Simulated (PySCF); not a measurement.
Isomers of C8H12F2O, one GFN2-xTB conformer each. Single-point energies are computed at PBE0/pcSseg-1 (PySCF, gas phase, no added dispersion term), electronic only.

Task: Rank them by PBE0/pcSseg-1 energy, lowest first (kJ/mol).
A. `[CH3:1][CH2:2][C@@H:3]1[CH2:4][C@H:5]([CH:6]([F:7])[F:8])[C@@H:9]2[O:10][C@H:11]12` with C1–C2–C3–C4 -64°, C4–C5–C6–F7 176°, C2–C3–C4–C5 -150°, C3–C4–C5–C6 148°, C4–C5–C9–O10 47°, C5–C9–O10–C11 -98°
B. `[CH3:1][O:2][C:3]1=[C:4]([F:5])[C@H:6]([F:7])[CH2:8][CH2:9][CH2:10][CH2:11]1` with C1–O2–C3–C4 3°, C3–C4–C6–F7 61°, C4–C6–C8–C9 76°, C6–C8–C9–C10 -65°, C8–C9–C10–C11 68°
C. `[CH3:1][CH:2]([CH3:3])[C@H:4]1[CH2:5][C@:6]([F:7])([C:8](=[O:9])[F:10])[CH2:11]1` with C1–C2–C4–C5 -170°, C5–C6–C8–O9 -65°, C2–C4–C5–C6 133°, C4–C5–C6–F7 -130°, C5–C6–C11–C4 12°, C2–C4–C11–C6 -133°

Result: C (0.0), A (42.4), B (87.6).

As drawn, the lowest has a four-membered ring and a C=O bond, which the highest lacks; the highest has a C=C bond outside aromatic rings, which the lowest lacks. GFN2-xTB itself gives, in the same order: 16.7, 0.0, 24.0. GFN2-xTB puts CC[C@@H]1C[C@H](C(F)F)[C@@H]2O[C@H]12 lowest instead; measured from each level's own lowest isomer, the values differ by up to 63.6 kJ/mol (COC1=C(F)[C@H](F)CCCC1: 24.0 against 87.6).

Task: Which frontier levels, dipoles and rotational constants go with these structures?

Result: 
| SMILES | HOMO (eV, PBE0/pcSseg-1) | LUMO (eV) | dipole (D) | A, B, C (MHz) |
| --- | --- | --- | --- | --- |
| CC(C)[C@H]1C[C@](F)(C(=O)F)C1 | -8.71 | -0.75 | 3.25 | 2273, 575.4, 555.6 |
| CC[C@@H]1C[C@H](C(F)F)[C@@H]2O[C@H]12 | -7.89 | 1.31 | 2.84 | 1977, 680.9, 549.4 |
| COC1=C(F)[C@H](F)CCCC1 | -6.30 | 0.48 | 1.56 | 1623, 906.4, 698.6 |
